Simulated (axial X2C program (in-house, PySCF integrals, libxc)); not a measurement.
## RuP⁻: from the spin-free to the two-component result

All values were computed with an axial X2C code built on PySCF integrals. Spin-free means the one-electron spin-free X2C Hamiltonian; two-component (2c) means X2C with spin–orbit coupling and atomic mean-field two-electron Coulomb and Gaunt terms, so the difference of the two also holds small scalar two-electron terms. Basis: Ru dyall-acv3z [13s13p9d5f3g], P dyall-av3z [9s8p3d2f] (cores contracted in-house); Gaussian nuclei, density fitting, unrestricted open shells. Masses: Ru 101.904 u, P 30.974 u.

Spin-free state: M_S = 2, Λ = 2 (beyond evenly filled blocks: σα, π+α, π-α, δ+α, δ+β, δ-α); fragments Ru- + P.

| level | Re (Å) | ωe (cm⁻¹) | De (eV) | μ (D) |
| --- | --- | --- | --- | --- |
| PBE0 | 2.089 | 489.4 | 3.524 | -4.43 |

Dipoles are positive if P is the positive end and refer to the centre of mass.

Two-component determinant lowest at the distance of the search:

Ω = 4 (⟨Sz⟩ = 1.99, ⟨Lz⟩ = 2.01 at PBE0); fragments Ru + P-.

```json
{"level": "PBE0", "Re (Å)": "2.089", "ωe (cm⁻¹)": "488.7", "μ (D)": "-4.43"}
```

Q: From the two tables, how do the constants change at the PBE0 level (2c against spin-free)?

A: At the PBE0 level Re is unchanged within 0.001 Å and ωe drops by 0.7 cm⁻¹.

The state is one determinant whose occupation by symmetry is held fixed; it was picked as the lowest of a PBE0 search that is not exhaustive. De is counted from the lowest determinant-based energies of the atoms at the same level, without counterpoise correction. De is not given where an atomic determinant may have missed its ground term or J level, or where the truncated virtual space spoils (T). Density functionals use the spin component along the axis (collinear). Other states lie close and PBE0, whose exact exchange favours high spin, may order them wrongly; the determinant shown need not be the ground state. The nearest other spin-free determinant of the search, M_S = 1, Λ = 1, lies 0.19 eV up at the distance of the search. The functionals have no current-density term, which raises determinants with orbital currents, atoms included. With several unpaired electrons one determinant need not be a pure state. Open-shell Ω = 0 determinants with evenly filled partner blocks cannot be reached by this program, so the Ω shown need not be the lowest component. The highest occupied level of some functionals is positive through self-interaction error; at Hartree–Fock it is bound.
